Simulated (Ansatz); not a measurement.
PBE exchange is replaced step by step with exact exchange (0 % is PBE, 25 % PBE0; no dispersion term), basis def2-SVP, Ansatz. System: Al₃N₃H₁₂, a cluster cut from zinc blende AlN (hydrogen-capped). Total charge 0; singlet. Geometry: r2SCAN-D4/def2-SVP.

Geometry of the singlet:

Cartesian coordinates in Å:
```
Al -0.5918 -1.5592 1.1163
Al -0.3057 1.8546 0.6945
Al 0.1899 -0.2476 -1.9794
N 0.2992 -1.6655 -0.6282
N 0.6017 1.3891 -0.9806
N -0.1475 0.2310 1.7841
H 0.1575 -2.6023 2.0752
H -2.1648 -1.6262 0.8776
H 0.5900 2.9756 1.4086
H -1.8472 2.0961 0.3770
H 1.4064 -0.4870 -2.9950
H -1.3161 -0.1567 -2.4885
H 1.2788 -1.9419 -0.4979
H -0.1172 -2.4890 -1.0818
H 1.6171 1.4813 -0.8649
H 0.3707 2.1556 -1.6260
H 0.7721 0.2101 2.2389
H -0.7930 0.3818 2.5701
```

```
exact exchange (%)  HOMO (eV)  LUMO (eV)  gap (eV)
                 0      -6.46      -0.62      5.83
                10      -6.97      -0.28      6.69
                15      -7.23      -0.11      7.11
                25      -7.75       0.23      7.97
```

Question: Estimate the row for 40 %.

Answer: 
| exact exchange (%) | HOMO (eV) | LUMO (eV) | gap (eV) |
| --- | --- | --- | --- |
| 40 | -8.53 | 0.73 | 9.26 |
